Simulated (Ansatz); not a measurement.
Consider the formal hydrolysis of the Si–S bond: `O[SiH2][SiH]([SiH3])S` + H₂O → `O[SiH2][SiH](O)[SiH3]` + H₂S.

Gas-phase electronic energies from Ansatz, PBE0-D4/def2-TZVP geometries. CBS: MP2 limit from def2 TZ/QZ plus the TZ coupled-cluster correction, frozen cores. This one scheme is used for every species. Functionals use def2-TZVPP. B3LYP here is the variant with VWN-RPA as its local correlation; programs differ in this. Each species was taken in one conformer, which may not be the lowest.

`O[SiH2][SiH]([SiH3])S`:

Z-matrix (Å, degrees):
```
Si
Si 1 2.337
O 1 1.657 2 104.3
H 1 1.491 2 110.6 3 119.3
H 1 1.492 2 112.3 3 -120.7
S 2 2.148 1 106.0 3 -41.9
Si 2 2.337 1 111.9 3 -158.7
H 2 1.492 1 110.5 3 79.3
H 3 0.958 1 118.0 2 174.0
H 6 1.346 2 94.0 1 36.3
H 7 1.487 2 110.6 1 171.7
H 7 1.486 2 109.8 1 51.2
H 7 1.488 2 109.5 1 -68.4
```

H₂O:

Cartesian coordinates in Å:
```
O 0.123 -0.105 0.354
H 0.558 -0.263 -0.487
H -0.681 0.369 0.133
```

`O[SiH2][SiH](O)[SiH3]`:

```xyz
13

O     2.165    1.436    0.455
Si    0.701    1.504   -0.336
Si   -0.411   -0.262    0.751
O     0.798   -1.145    1.464
Si   -1.630   -1.617   -0.715
H     2.869    2.020    0.169
H     0.060    2.841   -0.178
H     0.891    1.289   -1.801
H    -1.347    0.294    1.775
H     1.626   -0.665    1.562
H    -2.264   -2.765   -0.012
H    -0.753   -2.139   -1.797
H    -2.704   -0.790   -1.336
```

H₂S:

```xyz
3

S    -0.456   -0.273    0.319
H    -0.425    0.652   -0.652
H     0.881   -0.379    0.333
```

| level | ΔE (kJ/mol) | difference from CCSD(T)/CBS |
| --- | --- | --- |
| r2SCAN-D4 | -12.5 | -2.6 |
| B3LYP-D4 | -16.0 | -6.1 |
| ωB97X-V | -17.1 | -7.2 |
| ωB97M-V | -15.7 | -5.8 |
| B2PLYP | -20.1 | -10.2 |
| PBE | -8.8 | 1.1 |
| r2SCAN | -13.7 | -3.8 |
| PBE0 | -8.7 | 1.2 |
| B3LYP | -24.2 | -14.3 |
| MP2/def2-TZVPP | -9.0 | 0.9 |
| SCS-MP2/def2-TZVPP | -16.6 | -6.7 |
| CCSD(T)/def2-TZVPP | -14.8 | -4.9 |
| HF/def2-QZVPP | -32.7 | -22.8 |
| MP2/def2-QZVPP | -6.5 | 3.4 |
| HF/CBS(def2) | -32.8 | -22.9 |
| CCSD/CBS(def2) | -13.4 | -3.5 |
| CCSD(T)/CBS | -9.9 | 0 |

Largest T1 diagnostic among the species: 0.013.

In def2-TZVPP, CCSD(T) changes the Hartree–Fock value by +17.1 kJ/mol (the triples alone add +3.5 kJ/mol) and MP2 by +22.8 kJ/mol. The D4 term adds +8.2 kJ/mol with B3LYP and +4.6 kJ/mol with PBE0; it sums over pairs of atoms, weighted by their polarisabilities, and B3LYP, whose exchange is more repulsive, gets the larger term.
